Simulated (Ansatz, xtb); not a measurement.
**FGaH6Si2: which of two isomers lies lower**

Structure a is `[F][Ga]([SiH3])[SiH3]`, a singlet and structure b is `F[SiH2][SiH2][GaH2]`, a singlet. Both are isolated molecules in the gas phase, relaxed with PBE0-D3(BJ)/pcseg-1; the shapes shown needn't be the lowest conformers.

a (Å):

| atom | x (Å) | y (Å) | z (Å) |
| --- | --- | --- | --- |
| F | -2.7986 | -0.4657 | 0.2443 |
| Ga | -1.9776 | 0.5445 | -0.9972 |
| Si | -1.4986 | -0.7505 | -2.9766 |
| Si | -1.6740 | 2.8025 | -0.2011 |
| H | -2.7758 | -1.2505 | -3.5684 |
| H | -0.7862 | 0.0727 | -3.9996 |
| H | -0.6415 | -1.9198 | -2.6181 |
| H | -1.0156 | 3.6546 | -1.2366 |
| H | -0.8198 | 2.7906 | 1.0242 |
| H | -3.0003 | 3.3987 | 0.1398 |

b (Å):

```yaml
atoms:
  - { symbol: F, position_ang: [-1.4604, -2.0350, -1.8954] }
  - { symbol: Ga, position_ang: [-1.8711, -0.6851, 0.0884] }
  - { symbol: Si, position_ang: [0.2296, -1.9512, -2.0014] }
  - { symbol: Si, position_ang: [0.5433, -0.6053, -0.1215] }
  - { symbol: H, position_ang: [0.5083, -1.3759, -3.3467] }
  - { symbol: H, position_ang: [0.6944, -3.3654, -1.9534] }
  - { symbol: H, position_ang: [1.3709, -1.3036, 0.9063] }
  - { symbol: H, position_ang: [1.1836, 0.6919, -0.4908] }
  - { symbol: H, position_ang: [-2.7210, 0.4350, -0.5970] }
  - { symbol: H, position_ang: [-2.5105, -1.8063, 0.9719] }
```

**Question.** Which of the two would you expect CCSD(T)/def2-SVP + ΔMP2/def2-TZVPP electronic energies to favour?

**Answer.** Too close to call at this level: CCSD(T)/def2-SVP + ΔMP2/def2-TZVPP gives E(b) − E(a) = −0.66 kcal/mol.

Level by level:

```csv
level,geometry,E(b) − E(a) (kcal/mol),departure from the last row (kcal/mol),"job, with rough time for the two"
PBE0-D3(BJ)/pcseg-1,PBE0-D3(BJ)/pcseg-1,+0.98,+1.64,"optimisation, 41 s"
HF/def2-SVP,PBE0-D3(BJ)/pcseg-1,+2.08,+2.75,part of the CCSD(T) run
MP2/def2-SVP,PBE0-D3(BJ)/pcseg-1,+0.76,+1.42,part of the CCSD(T) run
CCSD(T)/def2-SVP,PBE0-D3(BJ)/pcseg-1,+1.39,+2.06,single point
CCSD(T)/def2-SVP + ΔMP2/def2-TZVPP,PBE0-D3(BJ)/pcseg-1,−0.66,,"single point, 19 s"
```

As drawn, b has 1 F–Si, 1 Si–Si, 2 Ga–H in place of 1 F–Ga, 1 Ga–Si, 2 Si–H.

The largest departure from CCSD(T)/def2-SVP + ΔMP2/def2-TZVPP is that of HF/def2-SVP, 2.75 kcal/mol. Levels run at GFN2-xTB geometries aren't shown. The last row adds to CCSD(T) the change of the MP2 difference between the two basis sets, here −2.06 kcal/mol.

With harmonic frequencies from PBE0-D3(BJ)/pcseg-1 (ideal gas, rigid rotor, one conformer each, 298.15 K, 1 atm): on the last row, ΔE + ΔZPE = −0.61 kcal/mol. A mode under 50 cm⁻¹ makes harmonic enthalpies and free energies unreliable, so none is given.

The correlated steps freeze 20 core orbitals; the filled d shell of Ga is correlated, in a basis made for valence electrons. Programs: Ansatz 0.2.0; the last row on 2 threads of Intel(R) Xeon(R) 6975P-C (Granite Rapids) on a shared host.
